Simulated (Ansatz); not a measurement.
C2H2S, SMILES `C#CS` (charge 0, multiplicity 1).

All values below come from PBE/cc-pVTZ // PBE0-D3(BJ)/def2-TZVP run with Ansatz (a quantum-chemistry and plane-wave program).

Ansatz 0.2 input:
```yaml
crystal:
  periodic: [false, false, false]
  atoms:
    - { symbol: C, position_ang: [1.240689, 0.104354, -0.183449] }
    - { symbol: C, position_ang: [0.083304, -0.192774, -0.326977] }
    - { symbol: S, position_ang: [-1.48886, -0.73995, -0.548616] }
    - { symbol: H, position_ang: [2.260462, 0.379798, -0.054447] }
    - { symbol: H, position_ang: [-2.0956, 0.448568, -0.374122] }
basis:
  gaussian: { orbitals: cc-pVTZ }
hamiltonian:
  xc: pbe
```

Output:

```
Functional definition: PBE
716 factors; their error is unknown
mean field evaluation 1: about -12924.5285 eV, gradient 6.0e1 eV
mean field evaluation 2: about -12855.1785 eV, gradient 1.3e2 eV
mean field evaluation 4: about -12932.2832 eV, gradient 2.1e1 eV
mean field evaluation 8: about -12933.4694 eV, gradient 1.3e-1 eV
mean field evaluation 16: about -12933.4485 eV, gradient 1.0e-4 eV
mean field -12933.44853886 eV, -475.2954671967 hartree, gradient 1.2e-5 eV, S^2 0.000000; 0 other end points of the search recorded, 0 dependent functions left out
reference -12933.44856736 eV, -475.2954682443 hartree; 15, 15 occupied and 107, 107 virtual orbitals, 716 factors
Total energy: -12933.44856736 eV, -475.2954682443 hartree
```
